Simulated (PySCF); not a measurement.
**O- (oxygen, charge -1) across methods**

[He] 2s2 2p5, 2P determinant. Calculation: PySCF 2.14, in x2c-QZVPPall with one added diffuse shell each of s, p, d, f type (8s5p4d3f1g, 73 functions); scalar relativity by spin-free X2C-1e. The B2PLYP total includes its PT2 part (frozen core); its orbital energies are those of the SCF part.

```
 method  E (hartree)  mean ε 2s β (eV)  mean ε 2p α (eV)  mean ε 2p β (eV)  Σ⟨r²⟩ (bohr²)   ⟨S²⟩
wB97M-V     -75.1876           -16.682            -2.687            -1.270          20.92  0.757
    LDA     -74.6583           -11.549             1.051             2.344          22.18  0.761
 r2SCAN     -75.1710           -12.072             0.984             2.329          21.22  0.761
    PBE     -75.1333           -11.562             1.260             2.431          22.18  0.757
 B2PLYP     -75.1686           -16.110            -1.863            -0.113          20.11  0.761
r2SCAN0     -75.1579           -14.140            -0.492             1.071          20.34  0.761
    UHF    -74.84966           -19.890            -4.785            -2.166          19.06  0.771
 revPBE     -75.1914           -11.546             1.322             2.495          22.18  0.758
   PBE0     -75.1265           -13.800            -0.226             1.194          20.84  0.758
```

The highest occupied level is positive at LDA, r2SCAN, PBE, r2SCAN0, revPBE, PBE0: only the finite basis holds that electron, which in a density functional comes from self-interaction.
